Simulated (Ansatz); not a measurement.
CH9AlOSi2, SMILES `C[SiH2][AlH][O][SiH3]` at its PBE0-D4/def2-TZVP geometry, where that method's forces vanish. Charge 0, multiplicity 1.

| atom | x (Å) | y (Å) | z (Å) |
| --- | --- | --- | --- |
| C1 | 0.517 | -0.187 | 2.033 |
| Si2 | -0.010 | -1.703 | 1.049 |
| Al3 | -0.639 | -1.179 | -1.264 |
| O4 | -0.450 | 0.423 | -1.775 |
| Si5 | -0.093 | 2.007 | -1.791 |
| H6 | -0.294 | 0.541 | 2.088 |
| H7 | 0.799 | -0.462 | 3.051 |
| H8 | 1.372 | 0.303 | 1.562 |
| H9 | -1.153 | -2.376 | 1.738 |
| H10 | 1.100 | -2.705 | 1.041 |
| H11 | -1.206 | -2.193 | -2.342 |
| H12 | -1.343 | 2.810 | -1.862 |
| H13 | 0.648 | 2.394 | -0.558 |
| H14 | 0.754 | 2.327 | -2.970 |

**Question.** For each bond, give half the difference of the two atoms' forces along it (eV/Å; positive pushes the atoms apart) under PBE-D4, r2SCAN-D4, B3LYP-D4, ωB97M-V in def2-TZVPP. (Best estimate.)

**Answer.** The calculation gave: 
```tsv
bond	length (Å)	PBE-D4	r2SCAN-D4	B3LYP-D4	ωB97M-V
C1–Si2	1.882	0.01	0.03	0.13	0.08
C1–H6	1.092	0.11	-0.01	-0.04	-0.04
C1–H7	1.092	0.11	-0.02	-0.04	-0.06
C1–H8	1.092	0.11	-0.01	-0.05	-0.04
Si2–Al3	2.453	-0.17	-0.02	0.02	-0.02
Si2–H9	1.495	0.09	-0.01	-0.09	-0.11
Si2–H10	1.495	0.09	-0.01	-0.09	-0.11
Al3–O4	1.692	0.12	0.03	0.05	0.10
Al3–H11	1.585	0.00	-0.04	-0.12	-0.16
O4–Si5	1.623	0.28	0.06	0.14	0.18
Si5–H12	1.487	0.02	-0.03	-0.09	-0.15
Si5–H13	1.490	0.01	-0.03	-0.09	-0.13
Si5–H14	1.487	0.02	-0.03	-0.09	-0.15
```

B3LYP here is the variant with VWN-RPA as its local correlation; programs differ in this.

Program: Ansatz 0.2.0.
